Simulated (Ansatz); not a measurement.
Input for Ansatz (an electronic-structure program): U-r2SCAN/def2-TZVPP on CdH2O (SMILES [OH][CdH]), a point of a bond scan (R = 3.288 Å). Elements past Kr take the def2 small-core potentials; no spin–orbit coupling.

Ansatz 0.2 input:
```yaml
crystal:
  periodic: [false, false, false]
  atoms:
    - {symbol: Cd, position_ang: [-0.26732703, -0.09913817, -0.03051427]}
    - {symbol: H, position_ang: [-3.30825161, -1.29881865, -0.38272049]}
    - {symbol: O, position_ang: [1.61160576, 0.50063274, 0.17708425]}
    - {symbol: H, position_ang: [1.72664054, 1.45254853, 0.25462809]}
basis:
  gaussian:
    orbitals: def2-TZVPP
hamiltonian:
  xc: {name: r2SCAN}
magnetization: {spin_polarized: true, initial_magnetization: 0}
```

The head of its log:

```
WARN ansatz: RAYON_NUM_THREADS=1 ignored (pool sized by the plan → 1); use --threads N
Functional definition: r2SCAN
integrals: 0.03 GiB planned
651 factors; their error is unknown
mean field: 0.36 GiB planned
mean field evaluation 1: about -6631.2743 eV, gradient 5.0e1 eV
mean field evaluation 2: about -6494.6973 eV, gradient 1.4e2 eV
```

### Question
What total energy does the run end on?

### Answer
-244.1319 hartree. Its determinant has ⟨S²⟩ = 0.76, a mixture of spin states.
